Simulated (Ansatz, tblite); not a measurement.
Forces on BH₂SF₃ (relaxed from a model of B(H2S)F3, whose bonding it doesn't keep) at its PBE-D4/def2-SVP geometry. Charge 0, multiplicity 1.

The xTB rows come from tblite. In the singlet geometry the species has come apart into loosely held pieces.

GFN1-xTB (tblite), largest force 1.52 eV/Å:

```xyz
7
positions Å, forces eV/Å
B     0.152   -1.155   -0.063   -0.227    0.581    0.136
S    -0.706    1.369    0.441    1.245   -0.010   -0.867
H     0.548    1.805    0.743   -0.864   -0.333   -0.135
H    -0.568    1.746   -0.861   -0.162   -0.296    0.874
F     0.346   -1.474    1.216   -0.057    0.088   -0.462
F     1.193   -0.751   -0.798   -0.344   -0.141    0.243
F    -0.965   -1.541   -0.678    0.409    0.111    0.211
```

GFN2-xTB (tblite), largest force 1.04 eV/Å:

```
B -0.109 0.030 0.074
S 0.744 0.109 -0.522
H -0.561 -0.202 -0.120
H -0.076 -0.176 0.577
F -0.123 0.234 -1.002
F -0.763 -0.280 0.538
F 0.886 0.285 0.455
```

PBE-D4/def2-TZVP (Ansatz), largest force 0.27 eV/Å:

```
B 0.040 0.044 -0.030
S 0.176 0.168 -0.128
H -0.186 -0.066 -0.043
H -0.022 -0.057 0.193
F 0.008 -0.038 0.124
F 0.096 -0.007 -0.066
F -0.111 -0.044 -0.049
```
